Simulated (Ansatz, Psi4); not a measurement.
Here is a job for Psi4.
```
memory 2 GB

molecule {
0 2
  C     0.10409044    0.61883245   -1.64324579
  B    -0.03673243    0.38608715   -0.17644443
  C     1.17071369   -0.05286652    0.76868788
  C     2.47588794   -0.45167808    0.08272398
  C    -1.47518250    0.54910000    0.51736773
  C    -2.26454479   -0.75107039    0.31908363
  H     1.02173887    0.92503159   -2.12099606
  H    -0.71577674    0.52662001   -2.33942613
  H     0.85502393   -0.87237012    1.42010092
  H     1.37138162    0.78743792    1.44263178
  H     2.31780254   -1.30165364   -0.57736087
  H     2.86634279    0.37195802   -0.51033938
  H     3.23185633   -0.72767288    0.81696201
  H    -1.39105397    0.74477089    1.58736705
  H    -2.05247428    1.36841118    0.08569121
  H    -2.39018860   -0.96776359   -0.73921279
  H    -1.74473043   -1.58928146    0.77759154
  H    -3.25204853   -0.66982835    0.77150825
}

set basis def2-svp
set reference uks
set scf_type pk
set puream true
set d_convergence 1e-8
set dft_radial_points 99
set dft_spherical_points 590

energy('pbe')
print_variables()
```

**Question.** Give the equivalent Ansatz (a first-principles code) input.

**Answer.** One answer among several that fit: 
Ansatz 0.2 input:
```yaml
crystal:
  periodic: [false, false, false]
  atoms:
    - {symbol: C, position_ang: [0.10409044, 0.61883245, -1.64324579]}
    - {symbol: B, position_ang: [-0.03673243, 0.38608715, -0.17644443]}
    - {symbol: C, position_ang: [1.17071369, -0.05286652, 0.76868788]}
    - {symbol: C, position_ang: [2.47588794, -0.45167808, 0.08272398]}
    - {symbol: C, position_ang: [-1.47518250, 0.54910000, 0.51736773]}
    - {symbol: C, position_ang: [-2.26454479, -0.75107039, 0.31908363]}
    - {symbol: H, position_ang: [1.02173887, 0.92503159, -2.12099606]}
    - {symbol: H, position_ang: [-0.71577674, 0.52662001, -2.33942613]}
    - {symbol: H, position_ang: [0.85502393, -0.87237012, 1.42010092]}
    - {symbol: H, position_ang: [1.37138162, 0.78743792, 1.44263178]}
    - {symbol: H, position_ang: [2.31780254, -1.30165364, -0.57736087]}
    - {symbol: H, position_ang: [2.86634279, 0.37195802, -0.51033938]}
    - {symbol: H, position_ang: [3.23185633, -0.72767288, 0.81696201]}
    - {symbol: H, position_ang: [-1.39105397, 0.74477089, 1.58736705]}
    - {symbol: H, position_ang: [-2.05247428, 1.36841118, 0.08569121]}
    - {symbol: H, position_ang: [-2.39018860, -0.96776359, -0.73921279]}
    - {symbol: H, position_ang: [-1.74473043, -1.58928146, 0.77759154]}
    - {symbol: H, position_ang: [-3.25204853, -0.66982835, 0.77150825]}
basis:
  gaussian:
    orbitals: def2-SVP
hamiltonian:
  xc: pbe
magnetization: {spin_polarized: true, initial_magnetization: 1}
accuracy: high
```

Both were run: Psi4 gave -222.055126 Eh and Ansatz -222.055126 Eh, 0.000 mEh apart.
